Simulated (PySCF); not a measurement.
Molecule: SMILES CC(C)(C)S(C)(=O)=O, C$_{5}$H$_{12}$O$_{2}$S.

Geometry:
```json
{"atom": "C1", "x (Å)": "-1.275", "y (Å)": "-0.907", "z (Å)": "0.937"}
{"atom": "C2", "x (Å)": "-0.232", "y (Å)": "-0.147", "z (Å)": "0.120"}
{"atom": "C3", "x (Å)": "-0.434", "y (Å)": "1.358", "z (Å)": "0.230"}
{"atom": "C4", "x (Å)": "-0.193", "y (Å)": "-0.638", "z (Å)": "-1.320"}
{"atom": "S5", "x (Å)": "1.353", "y (Å)": "-0.596", "z (Å)": "0.940"}
{"atom": "C6", "x (Å)": "2.656", "y (Å)": "0.259", "z (Å)": "0.064"}
{"atom": "O7", "x (Å)": "1.322", "y (Å)": "-0.047", "z (Å)": "2.298"}
{"atom": "O8", "x (Å)": "1.565", "y (Å)": "-2.030", "z (Å)": "0.733"}
{"atom": "H9", "x (Å)": "-1.085", "y (Å)": "-1.989", "z (Å)": "0.903"}
{"atom": "H10", "x (Å)": "-1.260", "y (Å)": "-0.583", "z (Å)": "1.987"}
{"atom": "H11", "x (Å)": "-2.274", "y (Å)": "-0.710", "z (Å)": "0.520"}
{"atom": "H12", "x (Å)": "0.281", "y (Å)": "1.918", "z (Å)": "-0.391"}
{"atom": "H13", "x (Å)": "-1.445", "y (Å)": "1.615", "z (Å)": "-0.121"}
{"atom": "H14", "x (Å)": "-0.333", "y (Å)": "1.687", "z (Å)": "1.274"}
{"atom": "H15", "x (Å)": "0.077", "y (Å)": "-1.703", "z (Å)": "-1.359"}
{"atom": "H16", "x (Å)": "0.523", "y (Å)": "-0.068", "z (Å)": "-1.933"}
{"atom": "H17", "x (Å)": "-1.188", "y (Å)": "-0.512", "z (Å)": "-1.775"}
{"atom": "H18", "x (Å)": "3.567", "y (Å)": "-0.040", "z (Å)": "0.598"}
{"atom": "H19", "x (Å)": "2.514", "y (Å)": "1.343", "z (Å)": "0.139"}
{"atom": "H20", "x (Å)": "2.700", "y (Å)": "-0.083", "z (Å)": "-0.977"}
```

Geometry PBE0-D3(BJ)/def2-SVP throughout; GIAO in PySCF, gas phase, one conformer, non-relativistic; equivalent atoms averaged; functional PBE0.

For orientation, 6-31G* gives these shifts δ (against TMS, CS2, H2O at the same level): C2 57.6, C6 32.3, C1/C3/C4 22.4, S5 313.9, O7/O8 158.3, H18/H19/H20 2.13, H9/H10/H11/H12/H13/H14/H15/H16/H17 1.27 ppm.

A run gave: C2 64.3, C6 34.9, C1/C3/C4 23.2, S5 261.1, O7/O8 143.5, H18/H19/H20 2.26, H9/H10/H11/H12/H13/H14/H15/H16/H17 1.45 ppm (shifts δ (against TMS, CS2, H2O at the same level)).

Question: Which basis set was used in that run?
A. cc-pVDZ
B. 6-31G
C. def2-TZVP
D. STO-3G

Answer: B. S5 tells them apart best: 6-31G gives 261.1, STO-3G gives -47.8, def2-TZVP gives 373.4, cc-pVDZ gives 297.0 ppm.
